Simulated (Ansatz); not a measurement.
Breaking the B1–F2 bond in BF2HO (SMILES OB(F)F) (multiplicity 1 held, fragments rigid). Energies count from the point at 1.332 Å.
Geometry at that point (charge 0, multiplicity 1):
```
atom    x (Å)    y (Å)    z (Å)
----  -------  -------  -------
B     -0.0113  -0.0068   0.0179
F      1.2864  -0.2142  -0.2017
F     -0.5387  -0.4735   1.1364
O     -0.7928   0.6575  -0.8572
H     -0.3300   0.9629  -1.6442
```

Signs of static correlation in cc-pVTZ, from Ansatz (a program for electronic structure) runs.

```tsv
R (Å)	T1 of restricted CCSD	⟨S²⟩ of UHF	largest double amplitude of restricted CCSD
1.066	0.010	0.000	0.031
1.199	0.011	0.000	0.030
1.332	0.012	0.000	0.030
1.466	0.013	0.000	0.029
1.599	0.013	0.000	0.027
1.799	0.015	0.000	0.027
1.999	0.017	0.000	0.069
2.332	0.025	0.666	0.136
2.665	0.038	0.898	[?]
3.064	0.065	0.976	[?]
3.597	0.114	1.001	0.641
4.264	0.161	1.006	1.089
```

Task: Fill in the missing entries.

Result: 
- 2.665, largest double amplitude of restricted CCSD: 0.202
- 3.064, largest double amplitude of restricted CCSD: 0.328

Doubts at one or more of the structures used: a restricted determinant that unrestricted orbitals would lower (R-CCSD(T)/cc-pVTZ); T1 above 0.05 (R-CCSD(T)/cc-pVTZ, U-CCSD(T)/cc-pVTZ); other coupled-cluster roots lie near (R-CCSD(T)/cc-pVTZ); a spin-contaminated determinant (U-CCSD(T)/cc-pVTZ); the program's own flag: other amplitudes (U-CCSD(T)/cc-pVTZ).
